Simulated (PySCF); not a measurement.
Level of theory: PBE-D3(BJ)/def2-TZVP run with PySCF 2.14.0. Isolated molecules, 0 K electronic values unless said otherwise. Excitations are Tamm–Dancoff values on a coarser integration grid. The basis has no diffuse functions, so Rydberg states are missing or too high.

Reference species (SMILES): `[F][Ga]([F])[Cl]` (neutral, multiplicity 1).

The S1 excitation (TDA) is 5.46 eV and the LUMO is -3.33 eV.

Changed species: `[Cl][Ga]([Cl])[Cl]` (3 of 3 F replaced by Cl; the reference has 1 of 3 F replaced by Cl).

Task: What does the change do to the S1 excitation (TDA) and LUMO?

Result: the S1 excitation (TDA) falls by 0.34 eV, to 5.12 eV; the LUMO rises by 0.27 eV, to -3.06 eV.
